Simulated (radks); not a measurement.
Q: These are the eigenvalues of the occupied orbitals of an atom or ion with whole-number occupations (eV). All-electron calculation, scalar-relativistic Kohn-Sham, LDA (Slater exchange, Perdew-Wang correlation), spin-unpolarised, spherical densities, finite nucleus; Fermi nuclear charge, rms radius of each element as measured or else 0.836 A^(1/3) + 0.57 fm. Program: a radial shooting solver on a logarithmic mesh with Libxc functionals.

| orbital | eigenvalue |
|---|---|
| 1s | -11726.68 |
| 2s | -1515.291 |
| 2p | -1333.683 |
| 3s | -214.0537 |
| 3p | -157.5105 |
| 3d | -64.2306 |
| 4s | -19.8124 |
| 4p | -8.4006 |

Which element is it, and in what charge state? The configuration may be excited.

A: Z = 33, arsenic, charge 0: As in [Ar] 3d8 4s1 4p6. The list shows which subshells hold electrons but not how many an open one holds; the 1s level, -430.95 hartree, gives Z - s = 29.4 by -(Z - s)^2/2, which with screening and relativity narrows Z to a few neighbours, and the depths of the outer levels then fix element, charge and occupations together.
